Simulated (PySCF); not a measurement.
C5H10FNSi.
SMILES with atom numbers: `[F:1][C@H:2]1[CH2:3][C@@H:4](/[CH:5]=[N:6]/[SiH3:7])[CH2:8]1` (hydrogens: H9 on C2; H10, H11 on C3; H12 on C4; H13 on C5; H14, H15, H16 on Si7; H17, H18 on C8)

Structure optimised with GFN2-xTB, isolated species.

(1) List the bond lengths, angles and torsions at this level.

## Answers

(1) 
```tsv
bond	length (Å)	order
F1–C2	1.374	single
C2–C3, C2–C8	1.530	single
C3–C4, C4–C8	1.546	single
C4–C5	1.489	single
C5=N6	1.249	double
N6–Si7	1.719	single
C2–H9	1.093	single
C3–H10, C8–H18	1.086	single
C3–H11, C8–H17	1.088	single
C4–H12	1.090	single
C5–H13	1.100	single
Si7–H14, Si7–H15, Si7–H16	1.463	single
```

Bonds in one row agree within 0.01 Å and their mean is given. Orders are formal, as drawn. A selection of angles:
```tsv
angle	degrees
F1–C2–C3	115.0
C3–C2–C8	89.8
C2–C3–C4	89.2
C3–C4–C5	115.8
C3–C4–C8	88.6
C4–C5–N6	121.7
C5–N6–Si7	135.2
```

Dihedral angles: F1–C2–C3–C4 131° (anticlinal); C2–C3–C4–C5 -132° (anticlinal); C3–C4–C5–N6 -126° (anticlinal); C4–C5–N6–Si7 179° (antiperiplanar); C3–C4–C8–C2 13° (synperiplanar); F1–C2–C8–C4 -131° (anticlinal).

Of the pairs four or more bonds apart, H13···H17 is among the closest relative to their van der Waals radii: 2.51 Å, 105 % of the sum of Bondi's values. N6 (C=N nitrogen) is bent (angle 135.2°). The C–C distances run from 1.489 Å (C4–C5, drawn single) to 1.547 Å (C3–C4, drawn single), a spread of 0.058 Å. The 4-membered ring C2–C3–C4–C8 has internal angles of 88.6° to 89.8° (sum 357°, against 360° for a flat polygon); it is puckered, 0.09 Å rms from its mean plane, widest ring torsion 13°. Si7 (SiH3 silicon) is distorted tetrahedral (angles from 103.0° to 116.9°).

Point group: near Cs, missed by 0.17 Å at most; the miss may be what the optimiser left on a soft mode. No frequency check. The numbers are those of one conformer.

These are computed values.
